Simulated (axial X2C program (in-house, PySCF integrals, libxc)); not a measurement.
# Bond lengths and stretching modes, held linear, of GeCO⁺

Computed with an in-house all-electron X2C program for linear molecules (integrals from PySCF): two-component X2C with atomic mean-field Coulomb and Gaunt terms, Gaussian nuclei, basis Ge dyall-v3z, C dyall-v3z, O dyall-av3z with contracted cores. Spin-free rows use the one-electron spin-free X2C Hamiltonian.

Masses Ge 73.921, C 12.000, O 15.995 u. States: 2c Ω = 1/2 (beyond evenly filled blocks: ω = 1/2); spin-free M_S = 1/2, Λ = 1 (beyond evenly filled blocks: π+α).

PBE0, 2c: energies above the lowest point

| r(Ge–C) (Å) | r(C–O) (Å) | E (meV) |
| --- | --- | --- |
| 2.1167 | 1.0901 | 59.29 |
| 2.1167 | 1.1180 | 6.58 |
| 2.1167 | 1.1460 | 54.39 |
| 2.1710 | 1.0901 | 48.56 |
| 2.1710 | 1.1180 | 0.00 |
| 2.1710 | 1.1460 | 52.20 |
| 2.1710 | 1.1739 | 186.47 |
| 2.2253 | 1.0901 | 51.40 |
| 2.2253 | 1.1180 | 6.25 |
| 2.2253 | 1.1460 | 62.10 |
| 2.2795 | 1.1180 | 22.04 |
| 2.2795 | 1.1739 | 222.08 |

**Question.** Fit a quadratic surface with cubic terms in each bond: where is the minimum, and what are the two stretching wavenumbers?

**Answer.** At PBE0, 2c: bonds 2.170 and 1.117 Å; harmonic stretches 240.6 and 2257.0 cm⁻¹; force constants 0.692, 20.8 and coupling 0.38 mdyn/Å.

The other levels and Hamiltonians give:

```
Hamiltonian   level  r(Ge–C) (Å)  r(C–O) (Å)  lower stretch (cm⁻¹)  upper stretch (cm⁻¹)
         2c  r2SCAN        2.122       1.124                 272.5                2190.8
  spin-free    PBE0        2.161       1.117                 245.2                2253.4
  spin-free      HF        2.166       1.090                 257.5                2498.6
  spin-free  r2SCAN        2.115       1.125                 276.0                2187.2
  spin-free     MP2        2.232       1.131                 214.1                2193.9
```

Each state is one determinant, the lowest of a limited PBE0 search; the stretches come from a fit to these few points and carry an uncertainty of a few per cent. Other orders of the atoms were not compared. Left out for rough or failed fits: HF 2c, MP2 2c. The levels spread by more than a fifth, so the stretches depend strongly on the method. MP2 freezes inner shells (threshold -2 hartree). The molecule was held linear; bending was not examined, so a bent shape may lie lower. Note: functional without a current term on a determinant with orbital currents, of the molecule or an atom.
